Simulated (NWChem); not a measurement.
System: Si₂H₅OCl; SMILES Cl[Si@@H](O)[SiH3]

Input file for NWChem:

```
start job
memory heap 200 mb stack 900 mb global 1100 mb
geometry units angstroms noautoz
  O      1.917446     0.101900     0.379590
  Si     0.424190     0.129580    -0.381226
  Si    -0.614510    -1.913296     0.100426
  Cl    -0.796169     1.645849     0.401609
  H      2.481586     0.881920     0.228432
  H      0.563507     0.441999    -1.847607
  H     -0.756209    -2.048148     1.590759
  H     -1.979507    -1.920322    -0.531190
  H      0.183068    -3.070135    -0.437774
end
basis spherical
  * library aug-cc-pvdz
end
dft
  xc pbe0
  iterations 150
  mulliken
end
task dft energy
```

NWChem printed, in part:

```
             Northwest Computational Chemistry Package (NWChem) 7.3.0
             --------------------------------------------------------

 C1  symmetry detected

                             Geometry "geometry" -> ""
                             -------------------------

 Output coordinates in angstroms (scale by  1.889725989 to convert to a.u.)

  No.       Tag          Charge          X              Y              Z
 ---- ---------------- ---------- -------------- -------------- --------------
    1 O                    8.0000     1.90198510     0.13196731     0.41326542
    2 Si                  14.0000     0.46344315     0.12087408    -0.44690586
    3 Si                  14.0000    -0.64123472    -1.86619914     0.11474843
    4 Cl                  17.0000    -0.77915187     1.70756071     0.13581326
    5 H                    1.0000     2.48873751     0.89103123     0.24274430
    6 H                    1.0000     0.70564911     0.31938112    -1.91973284
    7 H                    1.0000    -0.88425073    -1.88581814     1.59795928
    8 H                    1.0000    -1.96104518    -1.90372967    -0.60559646
    9 H                    1.0000     0.16969226    -3.07058424    -0.28011908

 Effective nuclear repulsion energy (a.u.)     273.2093492889

                                 NWChem DFT Module
                                 -----------------

 Summary of "ao basis" -> "ao basis" (spherical)
 ------------------------------------------------------------------------------
       Tag                 Description            Shells   Functions and Types
 ---------------- ------------------------------  ------  ---------------------
 O                        aug-cc-pvdz                9       23   4s3p2d
 Si                       aug-cc-pvdz               11       27   5s4p2d
 Cl                       aug-cc-pvdz               11       27   5s4p2d
 H                        aug-cc-pvdz                5        9   3s2p

            General Information
            -------------------
          SCF calculation type: DFT
          Wavefunction type:  closed shell.
          No. of atoms     :     9
          No. of electrons :    58
           Alpha electrons :    29
            Beta electrons :    29
          Charge           :     0
          Spin multiplicity:     1
          Use of symmetry is: off; symmetry adaption is: off
          Maximum number of iterations: 150
          AO basis - number of functions:   149
                     number of shells:    67
          Convergence on energy requested:  1.00D-06
          Convergence on density requested:  1.00D-05
          Convergence on gradient requested:  5.00D-04

              XC Information
              --------------
                         PBE0 Method XC Functional
                     Hartree-Fock (Exact) Exchange  0.250
          PerdewBurkeErnzerhof Exchange Functional  0.750
            Perdew 1991 LDA Correlation Functional  1.000 local
           PerdewBurkeErnz. Correlation Functional  1.000 non-local

             Grid Information
             ----------------
          Grid used for XC integration:  medium
          Radial quadrature: Mura-Knowles
          Angular quadrature: Lebedev.
          Tag              B.-S. Rad. Rad. Pts. Rad. Cut. Ang. Pts.
          ---              ---------- --------- --------- ---------
          O                   0.60       49          15.0       434
          Si                  1.10       88          16.0       590
          Cl                  1.00       88          16.0       590
          H                   0.35       45          17.0       434
          Grid pruning is: on
          Number of quadrature shells:   538
          Spatial weights used:  Erf1

      Superposition of Atomic Density Guess
      -------------------------------------

 Sum of atomic energies:       -1114.41159790

      Non-variational initial energy
      ------------------------------

 Total energy =   -1115.470839
 1-e energy   =   -2085.780372
 2-e energy   =     697.100184
 HOMO         =      -0.313743
 LUMO         =       0.003119

     ---------------------------------------------
      Total Density - Mulliken Population Analysis
     ---------------------------------------------

    Atom       Charge   Shell Charges
 -----------   ------   -------------------------------------------------------
    1 O    8     9.03   2.00  0.86  0.90  0.13  3.06  1.93  0.14  0.01 -0.00
    2 Si  14    12.84   2.00  2.02  0.74  0.31 -0.09  6.01  1.03  0.60  0.02  0.27 -0.06
    3 Si  14    14.60   2.00  2.02  0.79  0.64 -0.05  6.01  1.40  1.56  0.05  0.12  0.08
    4 Cl  17    17.58   2.00  2.02  0.94  0.99  0.05  6.00  3.15  2.35  0.06  0.01  0.02
    5 H    1     0.67   0.57  0.02 -0.01  0.07  0.01
    6 H    1     0.82   0.69  0.08  0.01  0.01  0.02
    7 H    1     0.81   0.68  0.12  0.00  0.01 -0.00
    8 H    1     0.81   0.68  0.12  0.01  0.01 -0.00
    9 H    1     0.83   0.68  0.13  0.01  0.01 -0.00

   convergence    iter        energy       DeltaE   RMS-Dens  Diis-err
 ---------------- ----- ----------------- --------- --------- ---------
 d= 0,ls=0.0,diis     1  -1116.9629496010 -1.39D+03  9.29D-03  6.39D-01
 d= 0,ls=0.0,diis     2  -1116.9183803737  4.46D-02  4.61D-03  1.13D+00
 d= 0,ls=0.0,diis     3  -1117.0353864820 -1.17D-01  9.93D-04  3.38D-02
 d= 0,ls=0.0,diis     4  -1117.0380032929 -2.62D-03  3.64D-04  5.13D-03
 d= 0,ls=0.0,diis     5  -1117.0387614365 -7.58D-04  6.11D-05  1.14D-04
  Resetting Diis
 d= 0,ls=0.0,diis     6  -1117.0387772205 -1.58D-05  1.41D-05  2.05D-06
 d= 0,ls=0.0,diis     7  -1117.0387775346 -3.14D-07  3.07D-06  9.88D-08

         Total DFT energy =    -1117.038777534615
      One electron energy =    -2088.952198575083
           Coulomb energy =      778.778240793389
    Exchange-Corr. energy =      -80.074169041848
 Nuclear repulsion energy =      273.209349288927

 Numeric. integr. density =       58.000024551805

                       DFT Final Molecular Orbital Analysis
                       ------------------------------------

 Vector   27  Occ=2.000000D+00  E=-3.500015D-01
              MO Center=  8.2D-01,  4.0D-01, -1.4D-02, r^2= 3.7D+00
   Bfn.  Coefficient  Atom+Function         Bfn.  Coefficient  Atom+Function
  ----- ------------  ---------------      ----- ------------  ---------------
     7      0.380216  1 O  pz                10      0.269635  1 O  pz
    27      0.252119  2 Si s                  6      0.217405  1 O  py
    87      0.198751  4 Cl py                88      0.196904  4 Cl pz
   114      0.177125  6 H  s                 37     -0.156264  2 Si pz
     9      0.150698  1 O  py                86     -0.147983  4 Cl px

 Vector   28  Occ=2.000000D+00  E=-3.382889D-01
              MO Center= -3.5D-01,  1.3D+00,  1.1D-01, r^2= 2.9D+00
   Bfn.  Coefficient  Atom+Function         Bfn.  Coefficient  Atom+Function
  ----- ------------  ---------------      ----- ------------  ---------------
    88      0.407450  4 Cl pz                86      0.363925  4 Cl px
    91      0.320481  4 Cl pz                89      0.272596  4 Cl px
     5      0.178054  1 O  px                 6     -0.167568  1 O  py
     8      0.126042  1 O  px                 9     -0.123525  1 O  py
    87      0.094688  4 Cl py                90      0.088601  4 Cl py

 Vector   29  Occ=2.000000D+00  E=-3.028340D-01
              MO Center= -1.9D-01, -1.1D-01, -2.3D-01, r^2= 4.4D+00
   Bfn.  Coefficient  Atom+Function         Bfn.  Coefficient  Atom+Function
  ----- ------------  ---------------      ----- ------------  ---------------
    87      0.264946  4 Cl py                60      0.239520  3 Si py
    90      0.214262  4 Cl py               114     -0.209821  6 H  s
    33     -0.203272  2 Si py                88     -0.191027  4 Cl pz
    37      0.164942  2 Si pz                63      0.163604  3 Si py
    91     -0.156317  4 Cl pz                34      0.137077  2 Si pz

 Vector   30  Occ=0.000000D+00  E=-2.534482D-02
              MO Center=  1.4D+00,  3.7D-01, -2.3D-01, r^2= 8.4D+00
   Bfn.  Coefficient  Atom+Function         Bfn.  Coefficient  Atom+Function
  ----- ------------  ---------------      ----- ------------  ---------------
   134      0.533314  8 H  s                 28     -0.409729  2 Si s
   107      0.392339  5 H  s                 38      0.387956  2 Si px
    39      0.361688  2 Si py                27      0.307147  2 Si s
   143      0.278690  9 H  s                  3     -0.263767  1 O  s
    66      0.223283  3 Si py                67      0.189395  3 Si pz

 Vector   31  Occ=0.000000D+00  E=-1.229600D-02
              MO Center= -6.9D-03, -3.8D-01, -4.7D-01, r^2= 7.5D+00
   Bfn.  Coefficient  Atom+Function         Bfn.  Coefficient  Atom+Function
  ----- ------------  ---------------      ----- ------------  ---------------
   125     -0.595920  7 H  s                143      0.560373  9 H  s
    27      0.548466  2 Si s                 67      0.398035  3 Si pz
    39      0.377750  2 Si py                36      0.287852  2 Si py
    82     -0.272392  4 Cl s                 28      0.270272  2 Si s
    35     -0.270768  2 Si px                81     -0.255431  4 Cl s

 Vector   32  Occ=0.000000D+00  E=-1.739640D-04
              MO Center= -8.0D-01, -2.2D+00,  5.3D-02, r^2= 1.4D+01
   Bfn.  Coefficient  Atom+Function         Bfn.  Coefficient  Atom+Function
  ----- ------------  ---------------      ----- ------------  ---------------
    55      2.629187  3 Si s                125     -1.153688  7 H  s
   143     -0.765358  9 H  s                107     -0.718156  5 H  s
    28     -0.571489  2 Si s                134     -0.555881  8 H  s
    38      0.529741  2 Si px                27     -0.322802  2 Si s
    39      0.318401  2 Si py                54      0.287834  3 Si s

     ---------------------------------------------
      Total Density - Mulliken Population Analysis
     ---------------------------------------------

[...]
```

Level: PBE0/aug-cc-pVDZ. Structure relaxed at the PBE-D3(BJ)/def2-SVP level.
